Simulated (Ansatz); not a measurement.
Wavefunction ladder for `O[Si]1([SiH3])[SiH2][SiH2]1`

```xyz
13

O    -1.954   -1.462   -0.327
Si   -0.645   -0.483   -0.091
Si   -0.179   -0.192    2.167
Si    1.385   -0.399   -1.212
Si   -0.030    1.480   -1.164
H    -2.219   -1.630   -1.233
H     1.013    0.698    2.231
H     0.144   -1.481    2.835
H    -1.307    0.458    2.885
H     1.456   -0.887   -2.615
H     2.679   -0.580   -0.505
H     0.172    2.751   -0.421
H    -0.515    1.728   -2.548
```

Charge 0, multiplicity 1. Geometry: relaxed with PBE0-D4/def2-TZVP. It is one conformer, not always the lowest. Frozen core, restricted reference, the Gaussian-basis code of Ansatz. CBS rows extrapolate triple and quadruple zeta; past MP2 they add the triple-zeta difference.

```csv
basis,HF (Eh),MP2 corr.,CCSD corr.,(T),CCSD(T) total
def2-TZVPP,-1235.31822,?,-0.80278,-0.03350,?
def2-QZVPP,-1235.35694,-0.78861,–,–,–
CBS(def2),?,?,?,as TZ,?
```

Task: Fill in the withheld values. (An estimate is asked.)

Result: Ansatz gave: def2-TZVPP MP2 corr.: -0.73201; def2-TZVPP CCSD(T) total: -1236.15450; CBS(def2) HF (Eh): -1235.36227; CBS(def2) MP2 corr.: -0.83054; CBS(def2) CCSD corr.: -0.90132; CBS(def2) CCSD(T) total: -1236.29709.
